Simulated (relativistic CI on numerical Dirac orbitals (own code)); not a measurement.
**Ni²⁺ in a cubic cluster: L2,3 absorption with charge transfer**

Computed with a charge-transfer multiplet model of a cubic metal-ligand cluster with up to 2 ligand holes, Slater and spin-orbit integrals from Dirac-Coulomb-Breit ions, Slater integrals scaled by 0.8. The ground state mixes d8 with configurations of k ligand holes L, whose averages lie at kΔ + k(k − 1)U_dd/2; a core hole lowers each added d electron by U_cd. 300 K, Lorentzian 0.4 eV and Gaussian 0.3 eV FWHM.

Atomic integrals in eV (Slater integrals scaled, ζ unscaled), ground: F2dd 9.736, F4dd 6.042, zeta_d 0.080; with the core hole: F2dd 9.736, F4dd 6.042, zeta_d 0.103, zeta_core 11.413, F2cd 6.198, G1cd 4.674, G3cd 2.657.

Cluster parameters (eV): Δ = 1.6, U_dd = 6.1, U_cd = 7.3, 10Dq(ligand) = 0.9, V(eg) = 2.9, V(t2g) = -1.55, final-state hopping factor = 0.9.

```tsv
Case	n_d	d8	d9L	d10L2	S
10Dq = -0.25 eV	8.52	0.53	0.43	0.04	1.00
10Dq = 0.35 eV	8.49	0.55	0.41	0.04	1.00
10Dq = 0.65 eV	8.47	0.57	0.40	0.04	1.00
10Dq = 0.95 eV	8.46	0.58	0.39	0.03	1.00
10Dq = 1.25 eV	8.44	0.59	0.38	0.03	1.00
```

Weights, n_d and S are thermal averages at 300 K. Photon energies count from the first peak over 30 % of the highest in each spectrum, which can be another peak from case to case. The parameters are a model scan and need not match a compound or its usual spin state. A negative ionic 10Dq is a model choice; hopping adds the covalent part of the field. Peaks in eV (height, largest 100):
- 10Dq = -0.25 eV: 0.0 (100), 0.8 (20), 17.2 (24), 17.7 (23)
- 10Dq = 0.35 eV: 0.0 (100), 0.9 (20), 17.2 (26), 17.7 (24)
- 10Dq = 0.65 eV: 0.0 (100), 0.9 (19), 17.2 (26), 17.8 (25)
- 10Dq = 0.95 eV: 0.0 (100), 1.0 (19), 17.2 (27), 17.8 (25)
- 10Dq = 1.25 eV: 0.0 (100), 1.0 (19), 17.2 (27), 17.8 (25)

For the case 10Dq = 0.65 eV, Δ = 1.6 eV is smaller than U_dd = 6.1 eV, the charge-transfer side of the Zaanen-Sawatzky-Allen scheme. With the core hole the configuration with one ligand hole lies at Δ + U_dd − U_cd = 0.4 eV above the one without, against Δ in the ground state. The added d electron screens the hole, so the order of the configurations is kept and charge-transfer satellites are weaker than in photoemission.
